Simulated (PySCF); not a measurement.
## Correlation energy of Be⁺ (beryllium, charge +1)

[He] 3d1, 2D determinant (an excited configuration). All numbers are calculated (PySCF 2.14, the spin-free X2C one-electron Hamiltonian (Gaussian nucleus), in aug-cc-pCVTZ-DK with one added diffuse shell each of s, p, d, f type (8s7p5d3f, 75 functions)). Frozen: nothing; 3 electrons correlated.

MP2 pair energies summed by pair of shells (mhartree):

```json
{"pair": "1s-1s", "energy": "-37.61", "share (%)": "99.6"}
{"pair": "1s-3d", "energy": "-0.13", "share (%)": "0.4"}
```

Total MP2 correlation energy: -37.75 mhartree.

Same-spin part -0.06 and opposite-spin part -37.68 mhartree; SCS-MP2 scales them by 1/3 and 6/5 to -45.24 mhartree.
